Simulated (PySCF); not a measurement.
Atoms are numbered as in `[CH:1]#[C:2]/[CH:3]=[CH:4]/[C:5](=[O:6])[C:7](=[CH2:8])[O:9][CH3:10]` (H(Xn): hydrogen on atom n). Ha(C8) is cis to C5; Hb(C8) is trans to C5.

GIAO PBE0/pcSseg-1 shifts (PySCF, gas phase, non-relativistic, equivalent atoms averaged), each against references optimised in the same way as the molecule (TMS, H2O).

On the GFN2-xTB geometry: C5 187.6, C7 166.4, C4 140.7, C3 134.6, C1 103.1, C8 98.4, C2 88.0, C10 56.7, O6 579.7, O9 110.2, H(C4) 7.73, H(C3) 7.20, Ha(C8) 6.02, Hb(C8) 4.55, H(C10) 3.86, H(C1) 3.54 ppm.

Task: What changes on the PBE0-D3(BJ)/def2-SVP geometry?

Result: 
| atoms | δ (ppm) | change |
| --- | --- | --- |
| C5 | 185.4 | -2.2 |
| C7 | 163.7 | -2.7 |
| C4 | 140.3 | -0.4 |
| C3 | 134.6 | +0.0 |
| C1 | 101.8 | -1.3 |
| C8 | 95.9 | -2.5 |
| C2 | 85.8 | -2.2 |
| C10 | 54.6 | -2.1 |
| O6 | 574.7 | -5.0 |
| O9 | 108.9 | -1.3 |
| H(C4) | 7.44 | -0.29 |
| H(C3) | 7.13 | -0.07 |
| Ha(C8) | 5.86 | -0.16 |
| Hb(C8) | 4.43 | -0.12 |
| H(C10) | 3.60 | -0.26 |
| H(C1) | 3.85 | +0.31 |

Bonds between heavy atoms that differ most (equivalent bonds averaged): C4–C5 1.467 → 1.482 Å, C2–C3 1.401 → 1.415 Å, C7–O9 1.361 → 1.347 Å, C1–C2 1.203 → 1.215 Å, O9–C10 1.408 → 1.400 Å. Mean change of bonds to hydrogen: C–H +0.014 Å.
